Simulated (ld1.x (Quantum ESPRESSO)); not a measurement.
Before and after: RRKJ potential for cobalt

cobalt (Co), norm-conserving RRKJ (Kleinman–Bylander form), made with ld1.x (Quantum ESPRESSO) 7.5 (LDA (PZ), scalar-relativistic). Core [Ne] 3s2, reference 3p6 3d7 4s2 4p0. Waves: 3p (bound): rc 1.25 bohr; 3d (bound): rc 1.30 bohr; 4s (bound): rc 1.60 bohr. Local part: the s channel. Core correction: a·sin(br)/r model core, default radius (core density twice the valence density). rho0 = 0.01.

Change: core [Ar], valence charge 9; reference 3d7 4s2 4p0; waves now 4s (bound): rc 2.50 bohr; 4p (bound): rc 3.60 bohr; 3d (bound): rc 1.45 bohr; local potential the d channel; core correction a·sin(br)/r model core inside 1.20 bohr.

Cutoffs: the cutoffs (Ry, on a coarse ladder) from which the occupation-weighted sum of valence levels, in a spherical-Bessel basis at the reference potential, stays within 10 and 1 mRy of its value at 400 Ry; they do not see the model core or the augmentation charge, which bear on the density cutoff. Errors are all-electron minus pseudo energies relative to the spin-unpolarised reference configuration.

Task: What does the change do?

Result: The potential gets harder (110 Ry and 160 Ry → 120 Ry and 200 Ry); a bound ghost appears in p, s, which as a rule spoils a file. Several settings change at once here, so the effects cannot be laid on one of them.

```tsv
quantity	base	changed
cutoff, loose	110 Ry	120 Ry
cutoff, tight	160 Ry	200 Ry
bound ghosts	none	s, p
largest error over its own tests, meV	-1541	-1152
```

Base: These tests converged, but a pseudo level misses the all-electron one widely, so the file describes the atom poorly there or has found another state: 3p6 3d6 4s0 4p0: empty 4p by 2.9 eV (a node warning on the way). A true bound ghost makes a file unfit for plane-wave use even where its test errors are small: the radial tests pick states by their node count and pass the ghost by.
